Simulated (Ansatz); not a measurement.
This geometry of CH5OSSi (9 atoms, charge 1, multiplicity 1) is a first-order saddle point.

Theory: Ansatz 0.2.0, RKS B3LYP-D4/def2-SVP.

```xyz
9
Properties=species:S:1:pos:R:3
Si 0.892 0.004 -0.930
C -0.815 -0.254 0.004
O -1.467 0.847 0.583
S -0.979 -0.157 1.857
H 0.785 -0.867 -2.120
H 1.948 -0.423 0.021
H 0.924 1.458 -1.211
H -1.521 -1.032 -0.335
H 0.232 0.424 2.131
```

(1) Which two structures does it join? (They come from a converged band through this point; their orientation in space is the band's.)

(2) How far does it lie above each of them?

## Answers

(1) No bond is made or broken. The dihedral H5–Si1–C2–S4 goes from 89 to -150°. The two ends are copies of one structure, up to a mirror image or an exchange of like atoms.

Initial state:

```xyz
9
Properties=species:S:1:pos:R:3
Si 0.868 0.076 -0.928
C -0.859 -0.017 -0.029
O -1.179 0.955 0.931
S -0.996 -0.510 1.759
H 1.106 -1.279 -1.475
H 1.811 0.458 0.154
H 0.664 1.129 -1.950
H -1.746 -0.418 -0.550
H 0.330 -0.395 2.089
```

Final state:

```xyz
9
Properties=species:S:1:pos:R:3
Si 0.903 -0.022 -0.897
C -0.732 -0.446 0.077
O -1.645 0.584 0.355
S -0.982 0.104 1.837
H 0.450 0.061 -2.305
H 1.838 -1.134 -0.615
H 1.333 1.279 -0.324
H -1.214 -1.433 -0.031
H 0.048 1.007 1.902
```

(2) 0.081 eV above the first and 0.081 eV above the second. This is the barrier of this one path; another mechanism may lie lower. Limits of this set-up: the dipole of an ion depends on the origin.

The run took 2.1 min on 1 thread of Arm Neoverse V1, with other jobs on the host, peak memory 0.18 GiB.
